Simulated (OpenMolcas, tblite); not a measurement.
CH2FNOSn (SMILES O=C=[N][SnH2][F]): methods side by side

CH2FNOSn: 7 atoms, total charge 0, spin state singlet. SMILES: `O=C=[N][SnH2][F]`. The shape is that of a PBE0-D4/def2-TZVP optimisation. This is one conformer, not always the lowest.

Quantity: the vertical energy of the triplet above the singlet, in eV. The values are calculated.

```json
{"level": "GFN1-xTB", "kind": "semi-empirical", "program": "tblite", "value (eV)": "5.24"}
{"level": "HF/def2-SVP (core potential)", "kind": "Hartree–Fock", "program": "OpenMolcas", "value (eV)": "7.40"}
{"level": "SVWN5/def2-SVP (core potential)", "kind": "LDA", "program": "OpenMolcas", "value (eV)": "5.54"}
{"level": "BLYP/def2-SVP (core potential)", "kind": "GGA", "program": "OpenMolcas", "value (eV)": "5.48"}
{"level": "revPBE/def2-SVP (core potential)", "kind": "GGA", "program": "OpenMolcas", "value (eV)": "5.58"}
{"level": "TPSS/def2-SVP (core potential)", "kind": "meta-GGA", "program": "OpenMolcas", "value (eV)": "5.67"}
{"level": "BHLYP/def2-SVP (core potential)", "kind": "global hybrid", "program": "OpenMolcas", "value (eV)": "6.32"}
{"level": "PBE0/def2-SVP (core potential)", "kind": "global hybrid", "program": "OpenMolcas", "value (eV)": "6.14"}
```

Spin-orbit coupling, which can split open shells on such heavy atoms by tenths of an eV, is left out. The values span 5.24 to 7.40 eV.
